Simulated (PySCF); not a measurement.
CH3Cl2NSi2, SMILES [Si]1(Cl)(Cl)[SiH2]C=N1.

The structure is a stationary point at PBE0-D3(BJ)/def2-SVP. This is a generated structure with no PubChem entry under its InChIKey; it may be hypothetical.

Computed with PBE0-D3(BJ)/def2-SVP (PySCF).

Frequencies are harmonic and unscaled.

```csv
mode,ν (cm⁻¹),IR (km/mol),Raman (Å⁴/amu),depolarisation,moving atoms (share of kinetic energy)
1,85,0.0,4.0,0.75,"Cl 43 %, Si 23 %, C 21 %, H 11 %"
2,117,0.0,2.1,0.75,"Cl 26 %, H 25 %, Si 22 %, C 18 %, N 9 %"
3,162,4.7,4.2,0.68,"Cl 71 %, Si 21 %"
4,202,3.7,3.8,0.44,"Si 51 %, Cl 26 %, N 17 %"
5,280,19.2,2.3,0.75,"N 51 %, H 32 %, Cl 11 %"
6,355,2.6,14.1,0.17,"Cl 57 %, Si 20 %, N 11 %, C 9 %"
7,462,12.9,5.0,0.75,"H 59 %, Cl 14 %, Si 13 %, N 10 %"
8,466,9.3,16.2,0.25,"Si 65 %, N 14 %, C 12 %"
9,556,132.1,8.8,0.25,"Si 39 %, H 22 %, Cl 16 %, C 13 %, N 10 %"
10,585,1.6,16.8,0.75,H 91 %
11,625,137.0,1.4,0.75,"Si 66 %, Cl 26 %"
12,660,52.8,11.1,0.50,"H 37 %, Si 36 %, C 21 %"
13,761,27.6,0.4,0.29,"H 38 %, C 28 %, Si 18 %, N 14 %"
14,776,153.1,8.1,0.09,"N 45 %, Si 35 %, H 15 %"
15,905,40.0,0.9,0.75,"H 71 %, C 27 %"
16,929,78.0,16.5,0.72,H 91 %
17,1290,18.5,6.1,0.49,"H 80 %, C 12 %, N 8 %"
18,1612,43.1,3.2,0.28,"C 53 %, N 46 %"
19,2222,84.0,259.7,0.11,H 98 %
20,2238,74.2,129.8,0.75,H 96 %
21,3062,33.7,304.2,0.34,"H 92 %, C 8 %"
```
